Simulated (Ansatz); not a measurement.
Ansatz (a quantum-chemistry and plane-wave program) input:

Ansatz 0.2 input:
```yaml
crystal:
  periodic: [false, false, false]
  atoms:
    - {symbol: C, position_ang: [1.28908202, 0.05065326, -0.02399096]}
    - {symbol: C, position_ang: [0.04829639, -0.16914329, 0.32237893]}
    - {symbol: O, position_ang: [-1.03402321, 0.19774149, -0.43129402]}
    - {symbol: H, position_ang: [2.26967487, -0.13066286, 0.37328434]}
    - {symbol: H, position_ang: [-0.18180107, -0.67394422, 1.26367613]}
    - {symbol: H, position_ang: [-1.83995856, -0.06638461, 0.02306391]}
basis:
  gaussian:
    orbitals: cc-pVTZ
hamiltonian:
  xc: pbe
magnetization: {spin_polarized: true, initial_magnetization: 1}
correlation: {method: rpa, electrons: outside_noble_gas}
```

Question: Which total energy does the run end on?

Answer: -153.12947 Eh (RPA@PBE/cc-pVTZ). The basis has 132 functions.

It need not be the lowest isomer of its formula.
